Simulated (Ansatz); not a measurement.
Molecule: sum formula TaOCl, charge 0, multiplicity 3. This is an excited triplet: at this geometry the singlet lies 0.05 eV lower at RI-MP2/CBS(def2-TZVPPD,def2-QZVPPD)+[CCSD(T)-MP2]/def2-TZVPPD. SMILES: [O]=[Ta][Cl]
Coordinates optimised at B3LYP-D3(BJ)/def2-TZVP (Ansatz, a quantum-chemistry and plane-wave program):
```xyz
3

Ta    -0.1580     0.3243     0.0341
O      0.2138     0.9017    -1.5361
Cl     0.5779    -1.8169     0.5766
```
Charge 0, spin multiplicity 3.

Problem. Give the harmonic wavenumbers at B3LYP-D3(BJ)/def2-TZVP (Ansatz, finite differences of forces, unscaled).

Solution. 153, 370, 997 cm⁻¹. Zero-point energy 2.2 kcal/mol.

Problem. From these and the geometry, give the ideal-gas thermochemistry at 298.15 K and 1 atm (rigid rotor, harmonic oscillator).

Solution. Point group Cs, rotational symmetry number 1. Rotational constants 16.8, 2.726, 2.346 GHz. S(trans) 42.23, S(rot) 25.51, S(vib) 3.81, S(elec, spin only) 2.18, S 73.7 cal/(mol K). H(298) - H(0) 3.01 kcal/mol; G - E(el) -16.8 kcal/mol.
